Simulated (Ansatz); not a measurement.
CH₃BrClIn, SMILES `[CH3][In]([Cl])[Br]`. Total charge 0; spin multiplicity 1. In takes the def2 core potential. All single points use the PBE0-D4/def2-TZVP geometry.

```xyz
7

C    -1.113   -0.238    0.101
In    0.960    0.194   -0.103
Cl    2.482   -1.291   -1.044
Br    2.044    2.283    0.621
H    -1.674    0.694    0.140
H    -1.437   -0.847   -0.742
H    -1.261   -0.794    1.027
```

Q: What is the dipole moment at ωB97M-V/def2-TZVPP? (Best estimate.)

A: The calculation gave: 3.50 D, with components (-3.43, -0.55, 0.41) D in this frame, pointing from negative to positive charge.

Q: And with PBE, r2SCAN, B3LYP? (An estimate is asked.)

A: Ansatz gave: PBE 3.44 D, r2SCAN 3.57 D, B3LYP 3.53 D.

Q: Give the Mulliken charges with ωB97M-V, PBE, B3LYP in def2-TZVPP. (Best estimate.)

A: Computed: 
```json
{"atom": "C1", "ωB97M-V": "-0.56", "PBE": "-0.50", "B3LYP": "-0.51"}
{"atom": "In2", "ωB97M-V": "0.78", "PBE": "0.78", "B3LYP": "0.84"}
{"atom": "Cl3", "ωB97M-V": "-0.34", "PBE": "-0.35", "B3LYP": "-0.37"}
{"atom": "Br4", "ωB97M-V": "-0.32", "PBE": "-0.33", "B3LYP": "-0.35"}
{"atom": "H5", "ωB97M-V": "0.15", "PBE": "0.14", "B3LYP": "0.14"}
{"atom": "H6", "ωB97M-V": "0.15", "PBE": "0.14", "B3LYP": "0.13"}
{"atom": "H7", "ωB97M-V": "0.14", "PBE": "0.13", "B3LYP": "0.12"}
```

B3LYP here is the variant with VWN-RPA as its local correlation; programs differ in this.
